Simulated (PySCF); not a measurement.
Can point charges reproduce the dipole moment of `FC(F)=[C](F)[Al]1[CH2]CC[CH2]1`?

Coordinates (PBE0-D3(BJ)/def2-SVP, Å) and charges (e) from the PBE0/pcSseg-1 density (PySCF):

| atom | x | y | z | Mulliken | IAO | Hirshfeld | ESP-fitted |
| --- | --- | --- | --- | --- | --- | --- | --- |
| F1 | 3.397 | -0.653 | -0.650 | -0.2297 | -0.2286 | -0.0494 | -0.1911 |
| C2 | 3.403 | 0.584 | -0.213 | +0.5963 | +0.5384 | +0.1499 | +0.4644 |
| F3 | 4.613 | 1.071 | -0.193 | -0.2171 | -0.2218 | -0.0557 | -0.1148 |
| C4 | 2.284 | 1.227 | 0.155 | -0.2108 | -0.1670 | -0.1343 | -0.3596 |
| F5 | 2.453 | 2.500 | 0.582 | -0.2849 | -0.2633 | -0.1023 | -0.1287 |
| Al6 | 0.496 | 0.431 | 0.099 | +0.9629 | +0.9889 | +0.5297 | +0.7217 |
| C7 | -0.079 | -1.360 | -0.445 | -0.6018 | -0.6245 | -0.2252 | -0.3958 |
| C8 | -1.531 | -1.334 | 0.074 | -0.2357 | -0.2424 | -0.0723 | +0.0692 |
| C9 | -2.157 | 0.065 | -0.080 | -0.2382 | -0.2423 | -0.0720 | +0.0771 |
| C10 | -1.267 | 1.155 | 0.552 | -0.6001 | -0.6207 | -0.2216 | -0.3550 |
| H11 | 0.495 | -2.225 | -0.078 | +0.1433 | +0.1462 | +0.0286 | +0.0644 |
| H12 | -0.067 | -1.436 | -1.550 | +0.1420 | +0.1416 | +0.0282 | +0.0687 |
| H13 | -1.538 | -1.599 | 1.147 | +0.1166 | +0.1202 | +0.0324 | -0.0005 |
| H14 | -2.164 | -2.087 | -0.426 | +0.1265 | +0.1329 | +0.0351 | -0.0127 |
| H15 | -2.276 | 0.274 | -1.160 | +0.1169 | +0.1201 | +0.0324 | -0.0013 |
| H16 | -3.178 | 0.070 | 0.340 | +0.1268 | +0.1332 | +0.0354 | -0.0185 |
| H17 | -1.520 | 2.169 | 0.209 | +0.1447 | +0.1470 | +0.0314 | +0.0512 |
| H18 | -1.395 | 1.163 | 1.651 | +0.1423 | +0.1421 | +0.0295 | +0.0614 |

Task: What dipole does each set of charges give (1 e·Å = 4.803 D), and what does the density give?

Result: The full density gives (-1.00, -0.85, -0.16) D, 1.32 D in size; dipole vectors point from the negative to the positive end.

| scheme | μx | μy | μz | size (D) | share of the full size (%) | angle to the full dipole (°) |
| --- | --- | --- | --- | --- | --- | --- |
| Mulliken | -1.21 | -1.53 | -0.38 | 1.99 | 151 | 12 |
| IAO | -1.46 | -1.17 | -0.22 | 1.88 | 142 | 1 |
| Hirshfeld | -0.16 | -0.51 | -0.15 | 0.56 | 42 | 33 |
| ESP-fitted | -1.03 | -0.83 | -0.15 | 1.33 | 101 | 2 |

Task: Which set comes closest?

Result: Length of the difference vector: ESP-fitted 0.04 D, IAO 0.56 D, Mulliken 0.75 D, Hirshfeld 0.91 D. Closest: ESP-fitted. ESP charges are fitted to the potential around the molecule, whose slowest-falling term is the dipole's. 

Task: What is left for the Hirshfeld atoms' own dipoles?

Result: The shares of the density sum to the whole, so what Σ q r misses lies in dipoles about the nuclei. The atomic dipoles sum to (-1.00, -0.85, -0.16) − (-0.16, -0.51, -0.15) = (-0.84, -0.34, -0.01) D, 0.91 D in size.

Task: With the origin at the mean of the coordinates, (-0.002, 0.001, 0.001) Å, which are the largest single terms, by size, of the ESP-fitted dipole along the direction of the full one?

Result: C2 -6.54, C4 +4.38, Al6 -2.30, F3 +2.30, F5 +2.18 D; all 18 atoms together +1.33 D. The single terms depend on the origin, their sum doesn't.

Task: Give the size of the full dipole in other units.

Result: 1.32 D = 0.520 au = 0.275 e·Å = 4.41 × 10⁻³⁰ C·m.

Geometry: PBE0-D3(BJ)/def2-SVP, one conformer, isolated molecule.
